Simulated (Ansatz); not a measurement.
Two structures of GeH2Cl2O, singlet, reached by relaxing down either side of one saddle point (PBE0-D4/def2-TZVP). Energies are electronic, without zero-point energy. Ansatz 0.2.0; basis: def2-TZVPP and def2-QZVPP; cores frozen in the correlated methods. Filled d shells of the heavier atoms are correlated. The def2 sets are not built for correlating such inner shells, so the correlated values are less sure here. Extrapolation: Hartree–Fock as exp(−7.88 √X), correlation as X^−2.97. First:

```
6
angstrom
Ge 1.3869 -0.1909 0.9520
O -0.1338 -0.1557 0.0052
H -0.6561 1.1838 -1.1329
Cl -0.9247 2.1903 -1.9108
Cl 1.0469 -2.1155 1.9595
H -0.7193 -0.9120 0.1270
```

Second:

```
6
angstrom
Ge 1.3130 0.4017 0.2863
O -0.1698 -0.7304 -0.9230
H -0.7906 -0.0304 -1.1749
Cl -0.0536 2.1546 -0.0070
Cl 0.3206 -0.5427 2.0610
H -0.6196 -1.2529 -0.2423
```

Task: Which bonds change from the first to the second?

Result: GeHClO ([OH][Ge][Cl]) + HCl → GeH₂Cl₂O ([OH2][Ge]([Cl])[Cl]); bonds formed: Ge1–Cl4, O2–H3; bonds broken: H3–Cl4; bonds weakened to dative contacts: Ge1–O2.

Task: Give the saddle point's structure and its height above each. (To be estimated.)

Result: Computed: 5.75 kcal/mol above the first and 20.88 kcal/mol above the second (CCSD(T) at an estimated basis limit (MP2 extrapolated from triple and quadruple zeta, plus CCSD(T) − MP2 in triple zeta)).
```json
{"atom": "Ge1", "x (Å)": "1.3077", "y (Å)": "0.0238", "z (Å)": "0.2915"}
{"atom": "O2", "x (Å)": "-0.0269", "y (Å)": "-0.7102", "z (Å)": "-0.8115"}
{"atom": "H3", "x (Å)": "-0.5729", "y (Å)": "0.6458", "z (Å)": "-0.8639"}
{"atom": "Cl4", "x (Å)": "-0.4753", "y (Å)": "1.9838", "z (Å)": "-0.4728"}
{"atom": "Cl5", "x (Å)": "0.3927", "y (Å)": "-0.6538", "z (Å)": "2.1812"}
{"atom": "H6", "x (Å)": "-0.6253", "y (Å)": "-1.2894", "z (Å)": "-0.3245"}
```

The search had been set up for a 1,1-elimination (forming O2–H3, breaking Ge1–O2, Ge1–H3); from that guess it ended on this step instead.

No T1 diagnostic of these runs exceeds 0.014.

Labels in which every atom is bracketed show which atoms are joined, not bond orders.

For scale, one of the runs: CCSD(T)/def2-TZVPP, 191 basis functions, launched by `ansatz run in.yaml --threads 4 --pin off --events-out ev --progress --plain --max-ram 9574MiB`. Hardware: 4 CPU threads of an Intel Xeon Platinum 8259CL, shared host. Wall time 45 s; peak host memory 2.1 GiB.
